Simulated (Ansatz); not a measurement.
This geometry of Cl$_{3}$FGaH (6 atoms, charge 0, multiplicity 1) is a first-order saddle point.

Theory: RKS B3LYP-D4/def2-SVP (Ansatz 0.2.0).

```xyz
6
Properties=species:S:1:pos:R:3
Ga 0.017 -0.334 -0.121
Cl 0.024 0.007 2.310
Cl 1.894 0.240 -0.956
Cl -1.887 0.164 -0.941
F 0.052 -2.040 0.655
H 0.047 -1.349 1.802
```

Q: Which two structures does it join? (They come from a converged band through this point; their orientation in space is the band's.)

A: Bonds broken: F5–H6. Bonds formed: Cl2–H6.

First end point:

```xyz
6
Properties=species:S:1:pos:R:3
Ga 0.010 -0.003 0.073
Cl 0.009 0.372 2.231
Cl 1.870 0.178 -0.970
Cl -1.864 0.101 -0.956
F 0.059 -2.091 0.725
H 0.062 -1.869 1.647
```

Last end point:

```xyz
6
Properties=species:S:1:pos:R:3
Ga 0.019 -0.475 -0.275
Cl 0.021 0.005 2.352
Cl 1.879 0.329 -0.950
Cl -1.878 0.249 -0.935
F 0.058 -2.128 0.381
H 0.048 -1.292 2.177
```

Q: How far does it lie above each of them?

A: 10.1 kcal/mol above the first and 1.8 kcal/mol above the second. This is the barrier of this one path; another mechanism may lie lower. The orbitals stay closed-shell, which can raise the energy where a bond breaks towards radicals; this wasn't checked here.

Time of the run: 3.8 min on 2 threads of Arm Neoverse V1, with other jobs on the host, peak memory 0.27 GiB.
